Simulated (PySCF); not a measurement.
Basis-set dependence of excited states

C5H6F2.
InChI=1S/C5H6F2/c1-3-4(6)5(3,2)7/h1-2H3/t5-/m0/s1

TDDFT with PBE0 (PySCF), vertical singlets, core orbitals frozen in the response, spherical d and f functions. Isolated species at its PBE0-D3(BJ)/def2-SVP geometry, gas phase.

```
      basis  functions  diffuse  S1 (eV)  S2 (eV)  S3 (eV)  S4 (eV)  S5 (eV)  LUMO (eV)  α (au)
     6-31G*        110       no     7.10     7.55     7.95     8.63     9.38       0.92    50.0
   def2-SVP        128       no     7.06     7.51     7.93     7.98     8.63       0.65    51.1
    6-31+G*        138      yes     6.62     7.11     7.21     7.51     7.59       0.05    56.5
  def2-SVPD        194      yes     6.85     7.12     7.33     7.63     7.99       0.26    59.5
aug-cc-pVDZ        215      yes     6.40     6.98     7.07     7.24     7.29      -0.29    60.6
  def2-TZVP        253       no     7.05     7.28     7.37     7.84     8.05       0.54    57.8
```

Problem. Compare the sets with the largest diffuse one.

Solution. States are compared by their number. Against the largest diffuse basis here (aug-cc-pVDZ, itself not a converged limit), sets without diffuse functions differ by up to 0.71 eV in S1 and 2.10 eV in S5; the smaller diffuse sets differ by up to 0.46 and 0.70 eV. S1 is led by HOMO-1→LUMO (98%) in 6-31G* and by HOMO→LUMO (95%) in aug-cc-pVDZ. S1 is led by HOMO-1→LUMO (97%) in def2-SVP and by HOMO→LUMO (95%) in aug-cc-pVDZ. State by state, the largest deviation of a set without diffuse functions is S1 0.71, S2 0.57, S3 0.88, S4 1.39, S5 2.10 eV. The same number needn't mean the same state in each row. Against aug-cc-pVDZ the polarisability deviates by -17% in 6-31G*, -16% in def2-SVP, -7% in 6-31+G*, -2% in def2-SVPD, -5% in def2-TZVP. A single + in a Pople set puts diffuse functions on heavy atoms only.
